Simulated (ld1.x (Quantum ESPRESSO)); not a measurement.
## Before and after: TM semilocal potential for Au (Z = 79)

- Element: gold
- Generator: ld1.x (Quantum ESPRESSO) 7.5
- Type: norm-conserving Troullier–Martins (semilocal form)
- Functional: LDA (PZ)
- Relativity: scalar-relativistic
- Frozen core: [Kr] 4d10 4f14 5s2
- Valence charge: 17
- Reference configuration: 5p6 5d10 6s1 6p0
- Partial waves: 5p (bound): rc 1.70 bohr; 5d (bound): rc 2.05 bohr; 6s (bound): rc 2.00 bohr
- Local potential: the s channel
- Core correction: Bessel-smoothed model core, default radius (core density twice the valence density)

Change: wave 5p (bound): rc 1.70 bohr becomes 5p (bound): rc 1.84 bohr.

Cutoffs: the cutoffs (Ry, on a coarse ladder) from which the occupation-weighted sum of valence levels, in a spherical-Bessel basis at the reference potential, stays within 10 and 1 mRy of its value at 400 Ry; they do not see the model core or the augmentation charge, which bear on the density cutoff. Errors are all-electron minus pseudo energies relative to the spin-unpolarised reference configuration.

Problem. What does the change do?

Solution. The potential gets neither clearly harder nor softer (50 Ry and 70 Ry → 45 Ry and 70 Ry); the d channel sets the loose cutoff, while the largest relative change is in p, which becomes harder; of the 9 tests that both files solve, the error grows in 3 and shrinks in 0 by more than 15 % and 0.3 meV (median size 5.7 → 5.6 meV); neither file shows a bound ghost. More of the atom is replaced by a form fitted at one configuration, so other configurations suffer. A semilocal file is local in each channel, so a ghost entry of none says nothing of the separable form that plane-wave codes build from it.

```csv
quantity,base,changed
"cutoff, loose",50 Ry,45 Ry
"cutoff, tight",70 Ry,70 Ry
loose cutoff by channel (10 mRy a level),"p 25 Ry, d 35 Ry, s 8 Ry","p 30 Ry, d 35 Ry, s 8 Ry"
bound ghosts,none,none
"error for 5p6 5d10 6s0 6p0, meV [ΔE 9.77 eV]",-12,-12
"error for 5p6 5d9 6s0 6p0, meV [ΔE 31.28 eV]",-5.7,-5.6
"error for 5p6 5d8 6s0 6p0, meV [ΔE 65.44 eV]",0.0,+1.0
"error for 5p6 5d9 6s1 6p1, meV [ΔE 7.52 eV]",+260,+336
"error for 5p6 5d9 6s1 6p0, meV [ΔE 12.37 eV]",+0.6,+0.8
"error for 5p5 5d10 6s1 6p0, meV [ΔE 66.40 eV]",-182,-197
"error for 5p6 5d10 6s0 6p1, meV [ΔE 5.40 eV]",+189,+248
"error for 5p6 5d10 6s1 6p0 (spin-polarised), meV [ΔE -0.13 eV]",+0.3,+0.4
"error for 5p6 5d9 6s0 6p0 (spin-polarised), meV [ΔE 31.13 eV]",-3.0,-2.6
s: phases at 2.25 bohr within 0.05 rad from the reference energy up to (Ry; the scan ends near 5),3.3,3.3
p: phases at 2.25 bohr within 0.05 rad from the reference energy up to (Ry; the scan ends near 5),-0.2,-0.4
d: phases at 2.25 bohr within 0.05 rad from the reference energy up to (Ry; the scan ends near 5),to the end of the scan,to the end of the scan
```
